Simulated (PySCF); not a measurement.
Molecule: `C1C(Cl)CCCC1`, C6H11Cl.

Geometry (Å), atoms numbered from 1 in this order:
```xyz
18

Cl    3.2489   -0.4363    2.0081
C     2.7793   -0.1123    0.2852
C     1.9801   -1.2886   -0.2565
C     0.6005   -1.3956    0.3832
C    -0.1719   -0.0851    0.2629
C     0.6200    1.0834    0.8427
C     1.9999    1.1921    0.2039
H     3.7385   -0.0219   -0.2431
H     2.5534   -2.2188   -0.1249
H     1.8735   -1.1302   -1.3454
H     0.7241   -1.6541    1.4482
H     0.0377   -2.2221   -0.0789
H    -1.1494   -0.1703    0.7640
H    -0.3869    0.1142   -0.8033
H     0.7439    0.9414    1.9294
H     0.0713    2.0291    0.7086
H     2.5871    2.0042    0.6591
H     1.8944    1.4368   -0.8690
```

Geometry PBE0-D3(BJ)/def2-SVP throughout; GIAO in PySCF 2.14, gas phase, one conformer, non-relativistic; equivalent atoms averaged; basis pcSseg-1.

(1) How do the absolute shieldings σ depend on the functional? (a selection of nuclei; ppm; last column core-seconds on 1 thread of an Arm Neoverse V1, shared host; the GGAs took longer than the global hybrids here, which isn't the general rule, and the cause wasn't traced)

(2) Which nucleus among those listed moves most, in ppm?

## Answers

(1) 
```
functional                    kind    Cl1  C3/C7     C5  C4/C6     H8    H13  H10/H18  H12/H16    H14  core-s
       LDA                     LDA  759.0  141.5  150.9  158.3  26.38  29.10    29.21    29.48  29.68      31
       PBE                     GGA  768.8  141.4  149.8  156.5  26.89  29.52    29.60    29.88  30.04      38
      BLYP                     GGA  753.7  135.2  143.5  150.4  27.07  29.67    29.76    30.04  30.19      41
       KT3                     GGA  789.7  144.5  152.1  158.2  27.07  29.66    29.69    30.02  30.13      38
      PBE0           global hybrid  804.2  148.1  156.4  162.7  27.14  29.68    29.81    30.00  30.20      23
  mPW1PW91           global hybrid  803.0  147.3  155.6  161.8  27.20  29.74    29.87    30.05  30.26      24
      WP04           global hybrid  768.0  135.0  143.0  148.1  27.57  30.08    30.17    30.33  30.53      28
     B97-2           global hybrid  803.6  147.4  155.4  161.5  27.25  29.78    29.90    30.10  30.29      23
   wB97X-D  range-separated hybrid  808.5  148.7  157.2  163.3  27.35  29.83    30.00    30.13  30.37      28
```

(2) Cl1 (chlorine bonded to C): from 753.7 ppm with BLYP to 808.5 ppm with wB97X-D. The smallest spread is 0.85 ppm, at H14. Proton shifts span only some 12 ppm, so a few tenths of a ppm matter as much there as several ppm in carbon.
